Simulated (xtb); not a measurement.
Se(OH)(NH2) (H₃NOSe), SMILES N[Se]O. All values are semi-empirical tight-binding results from xtb (GFN2-xTB unless named), good for trends rather than for accurate numbers. Geometry optimised at GFN2-xTB. One conformer was computed; it need not be the lowest.

The orbital gap is 3.85 eV and the zero-point energy is 23.3 kcal/mol. The G − E(el) at 298.15 K (modified RRHO) is 5.9 kcal/mol, the static polarisability (D4 model) is 45.5 bohr³ and the solvation energy, GFN2-xTB/ALPB(water) is -7.5 kcal/mol. The solvation energy, GFN2-xTB/ALPB(toluene) is -3.5 kcal/mol.
